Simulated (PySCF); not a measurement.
**Electronic structure of C⁻ (carbon, charge -1) at the UHF level**

Configuration: [He] 2s2 2p3, high-spin 4S determinant. Calculation: PySCF 2.14, in dyall-acv3z (15s9p4d2f, 76 functions); scalar relativity by spin-free X2C-1e.

```json
{
 "Total energy": "-37.725136 hartree",
 "One-electron energy": "-52.5664 hartree",
 "Hartree (Coulomb) energy": "20.1097 hartree",
 "Exchange energy": "-5.2684 hartree",
 "⟨S²⟩": "3.7569",
 "⟨L²⟩": "0.000",
 "Sum of ⟨r⟩": "10.35 bohr",
 "Sum of ⟨r²⟩": "26.17 bohr²",
 "Langevin diamagnetic susceptibility": "-20.7 ×10⁻⁶ cm³/mol"
}
```

```csv
shell,electrons,mean orbital energy (hartree),"rms radius, mean of both spins (bohr)"
1s α,1,-10.97925,0.312
1s β,1,-10.93110,0.312
2s α,1,-0.52604,1.91
2s β,1,-0.21346,1.91
2p α,3,-0.07800,2.49
```

Spin-orbit constants ζ (cm⁻¹) from the X2C one-electron operator on these orbitals: bare nucleus, nucleus screened by l(l+1)(2l+1)/3 electrons, and screened by the Breit-Pauli mean field of the electrons.

```json
{"shell": "2p", "bare": "44.00", "screened nucleus": "29.33", "mean field": "23.02"}
```
